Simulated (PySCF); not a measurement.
C₅H₈F₃NSi.
Cartesian coordinates in Å at the GFN2-xTB level; atoms count from 1:
```xyz
18
C5H8F3NSi angstrom
C      3.6379   -0.3769   -1.0507
C      2.6570   -0.7004   -0.4462
C      1.4473   -1.0061    0.2965
N      0.5504    0.1403    0.3955
Si    -0.6516    0.5657   -0.7484
C     -1.7481    1.8988    0.0143
C     -1.7396   -1.0483   -0.9087
F     -2.1231   -1.5586    0.2791
F     -2.8760   -0.8311   -1.6039
F     -1.1098   -2.0588   -1.5526
H      4.5053   -0.1307   -1.5872
H      1.7183   -1.3306    1.3084
H      0.9215   -1.8243   -0.1984
H      0.9943    0.8990    0.8942
H     -0.2631    0.8381   -2.1387
H     -2.0796    1.6234    1.0115
H     -1.2184    2.8423    0.0875
H     -2.6314    2.0644   -0.5933
```

Computed at PBE0/pcSseg-1 (PySCF, non-relativistic), with Q(14N) = 0.02044 b: N4, 14N (I = 1): χzz = -5.101 MHz, η = 0.402.

Task: Where would the pure quadrupole (NQR) lines of 14N at N4 fall for the rigid, isolated species?

Result: From ν± = (3/4)|χ|(1 ± η/3) and ν0 = |χ|η/2: ν+ 4.338 MHz, ν− 3.313 MHz, ν0 1.024 MHz (silicon-bound nitrogen).

In a crystal, neighbours and librations shift these lines. GFN2-xTB bond lengths can be off by several hundredths of an ångström, more for odd bonds, and the gradients follow them. These gradients aren't converged with respect to the basis.

One conformer stands for the species.
